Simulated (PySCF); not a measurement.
Dipole response of Xe²⁺ (xenon, charge +2)

[Kr] 4d10 5s2 5p4, high-spin 3P determinant. Computed with PySCF 2.14 in ANO-RCC-VTZP, with scalar relativity by spin-free X2C-1e. Coupled (time-dependent) response in atomic units; α is the mean over directions. The basis has no added diffuse functions, which lowers α and C₆.

```
 method  mean α (bohr³)         α xx, yy, zz  C₆ (like pair)  S(−4)
wB97X-V           11.23  11.25, 11.19, 11.25           81.61  18.02
```

S(−4) is the Cauchy moment in α(ω) = α(0) + S(−4) ω² + …

Spin-orbit coupling is absent.

α(iu) at wB97X-V:

```csv
u (hartree),α(iu) (bohr³)
0,11.23
0.0500,11.18
0.100,11.05
0.200,10.56
0.300,9.837
0.500,8.122
0.750,6.152
1.00,4.684
1.50,2.939
2.00,2.043
3.00,1.194
5.00,0.5759
```

A single London oscillator, α(iu) = α/(1 + u²/ω²), gives C₆ = (3/4) ω α². Matching the computed C₆ needs ω = 4 × 81.61 / (3 × 11.23²) = 0.863 hartree.

For an ion, C₆ is the dispersion term alone; charge-induced terms of lower order in 1/R come first.

The components differ because the open shell of this determinant is not spherical; for a pure term their mean is the scalar polarisability.
